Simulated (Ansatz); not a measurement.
Consider the atomization: `F/C=N/[SiH](F)Cl` → C• + Cl• + 2 F• + 2 H• + N• + Si•.

Isolated molecules relaxed with PBE0-D4/def2-TZVP in Ansatz; ΔE leaves out vibrations. CCSD(T)/CBS adds triple-zeta CCSD(T) − MP2 to the extrapolated MP2 energy (def2 sets, frozen cores). This one scheme is used for every species, atoms too. For atomizations the MP2-based limit and the directly extrapolated one differ by several kJ/mol either way, and by 10 to 25 for some Ge, Se and Sn compounds, so smaller differences from it don't rank the levels. No spin–orbit coupling; open shells (•) take unrestricted orbitals. Spin–orbit coupling would lower the free atoms: a little for C, Cl, F, Si. Each species was taken in one conformer, which may not be the lowest.

| species | CCSD(T)/CBS(def2) energy (Eh) |
| --- | --- |
| `F/C=N/[SiH](F)Cl` | -1042.52662 |
| C• | -37.79194 |
| Cl• | -459.70966 |
| F• | -99.66871 |
| H• | -0.50000 |
| N• | -54.53257 |
| Si• | -288.94402 |

(1) Work out ΔE.

Largest T1 diagnostic among the species: 0.013.

Answers

(1) ΔE = 2 × (-99.66871) + 2 × (-0.50000) + (-37.79194) + (-459.70966) + (-54.53257) + (-288.94402) − (-1042.52662) = 1.21101 Eh = +32.95 eV.

Leaving LDA and LC-ωPBE aside and taking each functional with its dispersion term where it has one, the values, not all of them listed here, spread over 2.59 eV, from BHLYP-D4 to PBE-D4. LDA lies +4.81 eV from PBE without D4, its usual overbinding. In def2-TZVPP, CCSD(T) changes the Hartree–Fock value by +8.90 eV (the triples alone add +0.70 eV) and MP2 by +10.21 eV; breaking electron pairs costs correlation energy, which Hartree–Fock lacks.
